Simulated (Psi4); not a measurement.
# Worked example: ideal-gas entropy of CH4F2Si (SMILES C[SiH](F)F)

A singlet with charge 0, relaxed at B3LYP-D3(BJ)/def2-TZVP (density fitting) (Psi4 1.11):

```xyz
8

C    -0.3894    0.8863   -0.1752
Si    0.3286   -0.7753    0.1818
F     1.9218   -0.6780    0.2284
F    -0.0380   -1.7881   -0.9970
H    -0.0169    1.2752   -1.1248
H    -0.1261    1.5960    0.6117
H    -1.4784    0.8304   -0.2322
H    -0.1185   -1.3816    1.4462
```

Harmonic wavenumbers in cm⁻¹: 142, 219, 278, 336, 671, 753, 778, 850, 852, 937, 959, 1304, 1455, 1456, 2281, 3036, 3109, 3112.

Masses in u: C 12.011, Si 28.085, F 18.998, H 1.008. Take T = 298.15 K, p = 1 bar, R = 8.3145 J/(mol K), kT/hc = 207.22 cm⁻¹, rigid rotor and harmonic oscillator.

Problem. Work out S° at 298 K.

Solution. 
1. Translation (Sackur–Tetrode): S = R[3/2 ln M + 5/2 ln T − 1.1517] with M = 82.124 gives 163.8 J/(mol K).
2. Rotation: principal moments 75.094, 83.583, 136.548 u Å² give A, B, C = 0.2245, 0.2017, 0.1235 cm⁻¹; the symmetry number is σ = 1; q = (√π/σ)√((kT/hc)³/ABC) = 70701; S = R(ln q + 3/2) = 105.3.
3. Vibration: with u = ν̃/207.22, each mode gives R[u/(eᵘ − 1) − ln(1 − e⁻ᵘ)]; the sum is 37.5, most from 142 cm⁻¹ (11.6), 219 cm⁻¹ (8.2), 278 cm⁻¹ (6.5).
4. Spin: R ln 1 = 0.0.
5. Sum: 163.8 + 105.3 + 37.5 + 0.0 = 306.6 J/(mol K).

No measured value is set beside it here. Where a soft mode is a torsion, a harmonic oscillator describes it poorly.
